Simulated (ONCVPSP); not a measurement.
**PBEsol ONCV dataset for Sb (Z = 51), scalar-relativistic all-electron reference.**

Sb, optimised norm-conserving Vanderbilt (ONCV), made with ONCVPSP 4.0.1 (PBEsol, scalar-relativistic). Core [Kr] 4d10, reference 5s2 5p3. Waves: 5s: rc 2.05 bohr, ncon 3, nbas 6, qcut 2.6 1/bohr, 2 projectors, debl 0.3 Ha; 5p: rc 2.25 bohr, ncon 4, nbas 9, qcut 4 1/bohr, 2 projectors, debl 2.1 Ha. Local part: polynomial inside 1.65 bohr (lpopt 5, dvloc0 0 Ha). Core correction: Teter function, fcfact 2.25, rcfact 1.45.

In the s channel the program set the typed energies aside and used -0.473, 0.250 Ha.

All-electron outer shells of the reference configuration (PBEsol, scalar-relativistic, ld1.x):

```json
{"shell": "4p", "level (eV)": "-101.63", "outermost node (bohr)": "0.39", "outermost maximum (bohr)": "0.76"}
{"shell": "4d", "level (eV)": "-33.45", "outermost node (bohr)": "0.38", "outermost maximum (bohr)": "0.84"}
{"shell": "5s", "level (eV)": "-12.88", "outermost node (bohr)": "0.95", "outermost maximum (bohr)": "1.90"}
{"shell": "5p", "level (eV)": "-4.84", "outermost node (bohr)": "1.04", "outermost maximum (bohr)": "2.35"}
```

Calculated quality:

```json
{"Cutoffs needed": "19 Ha and 33 Ha (the cutoffs (Ha) at which the residual kinetic energy of the hardest occupied pseudo-wave falls to 1 and 0.1 mHa per electron)", "Ghost test": "no bound ghost flagged; GHOST(+) flagged for s at 31.5 eV, p at 108.6 eV", "Largest excitation error": "-252 meV (all-electron minus pseudo) for 5s2 5p0, out of 4 test configurations", "rms error of d²Exc/dni dnj": "6.12 mHa without and 0.84 mHa with the model core"}
```

Generation and tests took about 4.2 s on one core of a shared server CPU.
